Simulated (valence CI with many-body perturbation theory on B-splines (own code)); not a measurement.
**Tb⁵⁸⁺: electric-dipole lines**

Calculated by configuration interaction combined with many-body perturbation theory (CI+MBPT): five valence electrons over a frozen Dirac-Fock core [He], radial functions for each j: 9 s, 9 p, 8 d, 6 f, 3 g, 1 h, with the one-electron correlation potential Σ1 (screened to all orders), the two-electron term Σ2, the three-electron term Σ3, Breit, model QED; selected single and double excitations, second order for the rest (own B-spline code, finite nucleus).

The last digits are not significant, and no measured levels were compared; by estimate large intervals hold to a few tenths of a per cent, small ones and those within an open d or f shell to about a per cent. Among the levels kept, up to 1200 cm⁻¹ of a level comes from second order outside the variational space, and about a tenth of that is noise between levels of different J, which matters for small intervals.

Lines 51 to 100 of 248 in falling wavelength, among levels below 607.01 Ry, chosen from the strongest by gf and those to the six lowest levels. Wavelengths and rates use the calculated energies. Electric multipoles are in the length gauge, E1 and E2 with the static RPA response of the core. Weak lines are less certain than strong ones. Lines between different terms over intervals too small for the method are left out, as are lines whose strength nearly cancels. The highest levels of a list are the least certain.

Levels are named by their leading jj configuration (3d3/2^4 stands for four electrons in 3d with j = 3/2), which in mixed levels can hold well under half, so a name can repeat and another be missing. Letters in brackets count levels of one name in rising energy.

```tsv
λ vac (Å)	Upper	Lower	A (s⁻¹)	S (a.u.)
39.16	(2s^2 2p1/2 2p3/2 3p3/2) J=3/2 [a]	(2s^2 2p1/2 2p3/2 3s) J=1/2	1.22e+11	1.44e-02
39.07	(2s 2p1/2^2 2p3/2 3p3/2) J=5/2 [b]	(2s 2p1/2^2 2p3/2 3s) J=3/2 [b]	2.15e+11	3.79e-02
39.06	(2s^2 2p1/2^2 3d3/2) J=3/2	(2s^2 2p1/2^2 3p1/2) J=1/2	3.00e+11	3.53e-02
38.99	(2s 2p1/2^2 2p3/2 3d3/2) J=7/2	(2s 2p1/2^2 2p3/2 3p1/2) J=5/2	2.68e+11	6.27e-02
38.95	(2s^2 2p1/2 2p3/2 3d3/2) J=7/2	(2s^2 2p1/2 2p3/2 3p1/2) J=5/2	2.95e+11	6.89e-02
38.83	(2s 2p1/2^2 2p3/2 3d3/2) J=1/2	(2s 2p1/2^2 2p3/2 3p1/2) J=3/2 [a]	3.21e+11	1.86e-02
38.83	(2s^2 2p1/2 2p3/2 3p3/2) J=5/2 [a]	(2s^2 2p1/2 2p3/2 3s) J=3/2 [a]	4.71e+11	8.16e-02
38.80	(2s^2 2p1/2 2p3/2 3d3/2) J=3/2 [a]	(2s^2 2p1/2 2p3/2 3p1/2) J=1/2	1.61e+11	1.85e-02
38.74	(2s 2p1/2^2 2p3/2 3p3/2) J=5/2 [a]	(2s 2p1/2^2 2p3/2 3s) J=3/2 [a]	1.70e+11	2.92e-02
38.50	(2s 2p1/2^2 2p3/2 3s) J=3/2 [b]	(2s^2 2p1/2 2p3/2 3s) J=1/2	6.75e+10	7.60e-03
38.50	(2s 2p1/2^2 2p3/2 3p3/2) J=7/2	(2s 2p1/2^2 2p3/2 3s) J=5/2	3.74e+11	8.42e-02
38.27	(2s 2p1/2^2 2p3/2 3p3/2) J=1/2 [a]	(2s 2p1/2^2 2p3/2 3s) J=3/2 [a]	4.03e+11	2.23e-02
38.19	(2s^2 2p1/2 2p3/2 3d3/2) J=1/2 [a]	(2s^2 2p1/2 2p3/2 3p1/2) J=1/2	2.23e+11	1.23e-02
38.13	(2s^2 2p1/2^2 3p3/2) J=3/2	(2s^2 2p1/2^2 3s) J=1/2	4.84e+11	5.30e-02
38.09	(2s^2 2p1/2 2p3/2 3p3/2) J=3/2 [a]	(2s^2 2p1/2 2p3/2 3s) J=3/2 [a]	7.89e+10	8.61e-03
37.96	(2s 2p1/2^2 2p3/2 3s) J=1/2	(2s^2 2p1/2 2p3/2 3s) J=1/2	2.21e+11	1.19e-02
37.89	(2s 2p1/2^2 2p3/2 3p3/2) J=3/2 [b]	(2s 2p1/2^2 2p3/2 3s) J=1/2	2.01e+11	2.16e-02
37.54	(2s 2p1/2^2 2p3/2 3p3/2) J=3/2 [a]	(2s 2p1/2^2 2p3/2 3s) J=5/2	9.93e+10	1.04e-02
37.41	(2s 2p1/2^2 2p3/2 3p3/2) J=1/2 [b]	(2s 2p1/2^2 2p3/2 3s) J=1/2	2.12e+11	1.10e-02
37.36	(2s 2p1/2^2 2p3/2 3p3/2) J=3/2 [b]	(2s 2p1/2^2 2p3/2 3s) J=3/2 [b]	1.13e+11	1.17e-02
37.30	(2s^2 2p1/2 2p3/2 3d3/2) J=5/2 [b]	(2s^2 2p1/2 2p3/2 3p1/2) J=5/2	1.30e+11	1.99e-02
37.28	(2s^2 2p1/2 2p3/2 3p3/2) J=3/2 [b]	(2s^2 2p1/2 2p3/2 3s) J=3/2 [b]	1.84e+11	1.88e-02
37.25	(2s^2 2p1/2 2p3/2 3p3/2) J=5/2 [b]	(2s^2 2p1/2 2p3/2 3s) J=3/2 [b]	2.63e+11	4.03e-02
36.65	(2s^2 2p1/2 2p3/2 3p3/2) J=3/2 [b]	(2s^2 2p1/2 2p3/2 3s) J=5/2	1.07e+11	1.04e-02
36.63	(2s^2 2p1/2 2p3/2 3p3/2) J=5/2 [b]	(2s^2 2p1/2 2p3/2 3s) J=5/2	2.82e+11	4.11e-02
36.51	(2s^2 2p1/2 2p3/2 3d3/2) J=3/2 [b]	(2s^2 2p1/2 2p3/2 3p1/2) J=5/2	1.10e+11	1.06e-02
35.86	(2s 2p1/2^2 2p3/2 3p3/2) J=5/2 [a]	(2s 2p1/2^2 2p3/2 3s) J=5/2	2.86e+11	3.90e-02
35.60	(2s^2 2p1/2 2p3/2 3p3/2) J=3/2 [b]	(2s^2 2p1/2 2p3/2 3s) J=1/2	1.15e+11	1.02e-02
35.34	(2s 2p1/2^2 2p3/2 3p3/2) J=3/2 [b]	(2s^2 2p1/2 2p3/2 3p3/2) J=1/2 [a]	7.08e+10	6.17e-03
35.23	(2s 2p1/2^2 2p3/2^2) J=3/2	(2s^2 2p1/2 2p3/2^2) J=5/2	5.93e+10	5.12e-03
34.98	(2s^2 2p1/2 2p3/2 3p3/2) J=1/2 [b]	(2s^2 2p1/2 2p3/2 3s) J=3/2 [b]	5.96e+11	2.52e-02
34.72	(2s^2 2p1/2 2p3/2 3p3/2) J=3/2 [b]	(2s^2 2p1/2 2p3/2 3s) J=3/2 [a]	1.36e+11	1.12e-02
33.26	(2s 2p1/2^2 2p3/2^2) J=1/2	(2s^2 2p1/2 2p3/2^2) J=3/2	2.22e+08	8.05e-06
33.13	(2s 2p1/2^2 2p3/2^2) J=3/2	(2s^2 2p1/2 2p3/2^2) J=3/2	2.03e+10	1.46e-03
33.09	(2p1/2^2 2p3/2^3) J=3/2	(2s 2p1/2 2p3/2^3) J=5/2	1.31e+11	9.37e-03
32.83	(2s 2p1/2^2 2p3/2 3p3/2) J=5/2 [b]	(2s 2p1/2^2 2p3/2 3s) J=3/2 [a]	5.66e+10	5.93e-03
27.36	(2s^2 2p3/2^3) J=3/2	(2s 2p1/2^2 2p3/2^2) J=1/2	9.93e+08	4.01e-05
22.88	(2s^2 2p3/2^3) J=3/2	(2s 2p1/2^2 2p3/2^2) J=5/2	1.78e+09	4.22e-05
12.36	(2s 2p1/2 2p3/2^3) J=3/2 [a]	(2s^2 2p1/2 2p3/2^2) J=1/2	2.39e+10	8.93e-05
11.88	(2s 2p1/2^2 2p3/2^2) J=5/2	(2s^2 2p1/2^2 2p3/2) J=3/2	8.61e+11	4.27e-03
11.86	(2s 2p1/2 2p3/2^3) J=3/2 [a]	(2s^2 2p1/2 2p3/2^2) J=5/2	9.89e+10	3.26e-04
11.62	(2s 2p1/2 2p3/2^3) J=3/2 [a]	(2s^2 2p1/2 2p3/2^2) J=3/2	2.85e+12	8.82e-03
11.45	(2s^2 2p1/2 2p3/2 3p3/2) J=1/2 [a]	(2s^2 2p1/2^2 3s) J=1/2	1.26e+12	1.87e-03
11.45	(2s 2p1/2 2p3/2^3) J=5/2	(2s^2 2p1/2 2p3/2^2) J=5/2	2.83e+12	1.26e-02
11.40	(2s 2p1/2^2 2p3/2 3d3/2) J=3/2 [b]	(2s^2 2p1/2^2 3d3/2) J=3/2	2.42e+12	7.07e-03
11.35	(2s 2p1/2 2p3/2^3) J=1/2	(2s^2 2p1/2 2p3/2^2) J=1/2	2.03e+12	2.93e-03
11.34	(2s 2p1/2^2 2p3/2 3p3/2) J=5/2 [b]	(2s^2 2p1/2^2 3p3/2) J=3/2	3.58e+12	1.55e-02
11.29	(2s 2p1/2^2 2p3/2 3p1/2) J=1/2	(2s^2 2p1/2^2 3p1/2) J=1/2	3.22e+12	4.57e-03
11.28	(2p1/2 2p3/2^4) J=1/2	(2s 2p1/2 2p3/2^3) J=3/2 [b]	8.12e+12	1.15e-02
11.26	(2s 2p1/2^2 2p3/2 3p1/2) J=3/2 [b]	(2s^2 2p1/2^2 3p1/2) J=1/2	3.18e+12	8.96e-03
```
